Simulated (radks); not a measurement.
Q: The iodine ion I+, configuration [Ar] 3d10 4s2 4p5 4d10 5s2 5p5 (not the ground configuration). Calculated with a radial shooting solver on a logarithmic mesh with Libxc functionals: non-relativistic Kohn-Sham, PBE, spin-polarised, spherical densities, point nucleus; open shells are filled with parallel spins first (spin-orbit coupling, left out, can overturn this in heavy ions); relativity is left out, which matters for an element this heavy. Some entries of the table are withheld. Estimate them.

| orbital | occ. | eigenvalue (hartree) | r(max) (bohr) |
|---|---|---|---|
| 1s up | 1 | -1163.869 | 0.01900 |
| 1s down | 1 | -1163.855 | 0.01900 |
| 2s up | 1 | -176.0177 | 0.1049 |
| 2s down | 1 | -176.0098 | 0.1049 |
| 2p up | 3 | -165.4640 | 0.08202 |
| 2p down | 3 | -165.4512 | 0.08202 |
| 3s up | 1 | -36.06188 | 0.2987 |
| 3s down | 1 | -36.04976 | 0.2988 |
| 3p up | 3 | -31.62385 | 0.2853 |
| 3p down | 3 | -31.60966 | 0.2853 |
| 3d up | 5 | -23.37379 | 0.2324 |
| 3d down | 5 | -23.35963 | 0.2324 |
| 4s up | 1 | -6.83100 | 0.7054 |
| 4s down | 1 | -6.78041 | 0.7056 |
| 4p up | 3 | -5.26663 | 0.7235 |
| 4p down | 2 | -5.21765 | 0.7238 |
| 4d up | 5 | -2.58727 | (1) |
| 4d down | 5 | -2.54318 | (2) |
| 5s up | 1 | -0.99947 | 1.713 |
| 5s down | 1 | -0.96909 | 1.713 |
| 5p up | 3 | (3) | 1.926 |
| 5p down | 2 | (4) | 1.930 |

A: 
(1) 4d up r(max) (bohr): 0.7670
(2) 4d down r(max) (bohr): 0.7679
(3) 5p up eigenvalue (hartree): -0.63115
(4) 5p down eigenvalue (hartree): -0.60254
